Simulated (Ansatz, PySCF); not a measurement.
Input for PySCF:
```python
from pyscf import gto, scf, dft

mol = gto.Mole()
mol.atom = '''
    Hg   -0.00000000   -0.00000000   -0.92386974
    Br    0.00000000    0.00000000    2.11170226
'''
mol.basis = 'def2-svpd'
mol.ecp = {'Hg': 'def2-svpd'}
mol.spin = 1
mol.verbose = 4
mol.build()

mf = dft.UKS(mol)
mf.xc = 'b3lyp5'
mf.grids.atom_grid = (99, 590)
mf.grids.prune = None
mf.kernel()
```

Problem. Give the equivalent Ansatz (a program for electronic structure) input.

Solution. One answer among several that fit: 
Ansatz 0.2 input:
```yaml
crystal:
  periodic: [false, false, false]
  atoms:
    - {symbol: Hg, position_ang: [-0.00000000, -0.00000000, -0.92386974]}
    - {symbol: Br, position_ang: [0.00000000, 0.00000000, 2.11170226]}
basis:
  gaussian:
    orbitals: def2-SVPD
hamiltonian:
  xc: b3lyp5
magnetization: {spin_polarized: true, initial_magnetization: 1}
accuracy: high
```

Both were run: PySCF gave -2727.212133 Eh and Ansatz -2727.212132 Eh, 0.000 mEh apart.
